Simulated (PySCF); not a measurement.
**Electron correlation in Cl⁻ (chlorine, charge -1)**

[Ar], closed-shell 1S. Calculation: PySCF 2.14, in x2c-TZVPPall with one added diffuse shell each of s, p, d type (6s6p4d1f, 51 functions); scalar relativity by spin-free X2C-1e. Frozen: 1s2; 16 electrons correlated.

```json
{"level": "CCSD", "correlation energy (mhartree)": "-380.83"}
{"level": "(T)", "correlation energy (mhartree)": "-10.50"}
{"level": "CCSD(T)", "correlation energy (mhartree)": "-391.33"}
```

Diagnostics: T1 = 0.0048, D1 = 0.0103, largest double amplitude 0.034.

Q: Is a single reference adequate?

A: Yes: T1 lies below 0.03 and no double amplitude reaches 0.07.

This basis was not built for core-valence correlation, so the inner-shell part is incomplete.
